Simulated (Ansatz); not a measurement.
Consider the cleavage of the Si–Si bond: `N=C[SiH2][SiH2]N` + `[OH][GeH3]` → `N[SiH2][O][GeH3]` + `N=C[SiH3]`.

Gas-phase electronic energies from Ansatz, PBE0-D4/def2-TZVP geometries. CBS: MP2 limit from def2 TZ/QZ plus the TZ coupled-cluster correction, frozen cores. Functionals use def2-TZVPP. B3LYP here is the variant with VWN-RPA as its local correlation; programs differ in this. For Ge outer-core shells are correlated without core-valence functions, which leaves a few kJ/mol of doubt a bond. Scalar relativity is left out up to krypton. One conformer a species, not always the lowest.

CCSD(T)/CBS gives -27.9 kcal/mol.

**Question.** Another level gave -28.5 kcal/mol. Which?
A. B3LYP-D4/def2-TZVPP
B. SCS-MP2/def2-TZVPP
C. B3LYP/def2-TZVPP
D. PBE0/def2-TZVPP

**Answer.** C. B3LYP -28.5, SCS-MP2/def2-TZVPP -30.7, B3LYP-D4 -27.1, PBE0 -24.2 kcal/mol.

Largest T1 diagnostic among the species: 0.013.

The D4 term adds +1.4 kcal/mol with B3LYP and +0.8 kcal/mol with PBE0; it sums over pairs of atoms, weighted by their polarisabilities, and B3LYP, whose exchange is more repulsive, gets the larger term. In def2-TZVPP, CCSD(T) changes the Hartree–Fock value by +7.0 kcal/mol (the triples alone add +1.0 kcal/mol) and MP2 by +5.7 kcal/mol. From PBE to PBE0 (25 % exact exchange), in def2-TZVPP and without D4, ΔE moves by −1.9 kcal/mol.
